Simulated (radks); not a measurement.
The nuclear charge of neutral lead is varied continuously with 82 electrons held in [Hg] 6p2. Method: scalar-relativistic Kohn-Sham, PBEsol, spin-polarised, spherical densities, finite nucleus; open shells are filled with parallel spins first (spin-orbit coupling, left out, can overturn this in heavy ions); Fermi nuclear charge, rms radius 5.5012 fm; computed with a radial shooting solver on a logarithmic mesh with Libxc functionals. By the Hellmann-Feynman theorem dE/dZ = E(electron-nucleus)/Z, the electronic potential at the nucleus (averaged over a nucleus of fixed radius). The scalar-relativistic energy here is not variational (the density holds large components alone), so the two differ by a part that grows with Z.

Z,E (hartree),E(electron-nucleus)/Z (hartree),HOMO,e(HOMO) (eV),<r> HOMO (bohr)
81.75,-20710.5032,-632.291,6p,-2.289,3.532
82,-20870.5020,-635.351,6p,-3.966,3.308
82.25,-21031.2849,-638.414,6p,-5.803,3.135
82.5,-21192.8528,-641.481,6p,-7.778,2.993
82.75,-21355.2070,-644.553,6p,-9.876,2.874
83,-21518.3490,-647.630,6p,-12.086,2.772

The central difference of E at Z = 82 is -641.563 hartree, to compare with the third column; the second derivative is -12.5 hartree.
